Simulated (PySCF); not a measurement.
## SrH: frontier orbitals

B97-3 at R = 2.151 Å; Sr def2-SVPD with ECP28, H def2-SVPD; scalar-relativistic core potentials (PySCF 2.14). State: ²Σ⁺ (doublet), unpaired electrons σ ↑. Only the outer orbitals are listed, counted within each symmetry, core potentials removing the inner ones.

```json
{"spin": "α", "orbital": "1σ", "occ.": "1", "ε (eV)": "-44.62", "on Sr (%)": "100", "main shells (%)": "100 Sr s"}
{"spin": "α", "orbital": "1π", "occ.": "1", "ε (eV)": "-24.97", "on Sr (%)": "100", "main shells (%)": "100 Sr p"}
{"spin": "α", "orbital": "1π", "occ.": "1", "ε (eV)": "-24.97", "on Sr (%)": "100", "main shells (%)": "100 Sr p"}
{"spin": "α", "orbital": "2σ", "occ.": "1", "ε (eV)": "-24.75", "on Sr (%)": "99", "main shells (%)": "99 Sr p"}
{"spin": "α", "orbital": "3σ", "occ.": "1", "ε (eV)": "-6.46", "on Sr (%)": "39", "main shells (%)": "61 H s, 22 Sr s, 11 Sr d"}
{"spin": "α", "orbital": "4σ", "occ.": "1", "ε (eV)": "-3.76", "on Sr (%)": "95", "main shells (%)": "68 Sr s, 18 Sr p, 9 Sr d"}
{"spin": "α", "orbital": "2π", "occ.": "0", "ε (eV)": "-0.93", "on Sr (%)": "100", "main shells (%)": "81 Sr p, 18 Sr d"}
{"spin": "α", "orbital": "2π", "occ.": "0", "ε (eV)": "-0.93", "on Sr (%)": "100", "main shells (%)": "81 Sr p, 18 Sr d"}
{"spin": "α", "orbital": "5σ", "occ.": "0", "ε (eV)": "-0.64", "on Sr (%)": "99", "main shells (%)": "49 Sr d, 48 Sr p"}
{"spin": "β", "orbital": "1σ", "occ.": "1", "ε (eV)": "-44.52", "on Sr (%)": "100", "main shells (%)": "100 Sr s"}
{"spin": "β", "orbital": "1π", "occ.": "1", "ε (eV)": "-24.90", "on Sr (%)": "100", "main shells (%)": "100 Sr p"}
{"spin": "β", "orbital": "1π", "occ.": "1", "ε (eV)": "-24.90", "on Sr (%)": "100", "main shells (%)": "100 Sr p"}
{"spin": "β", "orbital": "2σ", "occ.": "1", "ε (eV)": "-24.61", "on Sr (%)": "99", "main shells (%)": "99 Sr p"}
{"spin": "β", "orbital": "3σ", "occ.": "1", "ε (eV)": "-5.91", "on Sr (%)": "48", "main shells (%)": "52 H s, 34 Sr s, 9 Sr d"}
{"spin": "β", "orbital": "4σ", "occ.": "0", "ε (eV)": "-2.94", "on Sr (%)": "94", "main shells (%)": "56 Sr s, 23 Sr p, 15 Sr d"}
{"spin": "β", "orbital": "2π", "occ.": "0", "ε (eV)": "-1.62", "on Sr (%)": "100", "main shells (%)": "85 Sr p, 15 Sr d"}
{"spin": "β", "orbital": "2π", "occ.": "0", "ε (eV)": "-1.62", "on Sr (%)": "100", "main shells (%)": "85 Sr p, 15 Sr d"}
```

Task: Which are the highest filled and the lowest empty level, where do they sit, and how wide is the gap?

Result: Highest filled α 4σ at -3.76 eV (in %: 68 Sr s, 18 Sr p, 9 Sr d); lowest empty β 4σ at -2.94 eV (in %: 56 Sr s, 23 Sr p, 15 Sr d); the gap at B97-3 is 0.82 eV.

* bond order (Mayer): 0.96
* ⟨S²⟩: 0.752
* charge on Sr (Mulliken, basis-dependent): 0.19
* charge on Sr (Löwdin, basis-dependent): 0.30
* dipole moment (positive dipole means Sr(−)H(+)): -2.85 D

Spin–orbit coupling is left out. The state was picked by a PBE0 search and need not be the measured ground state.
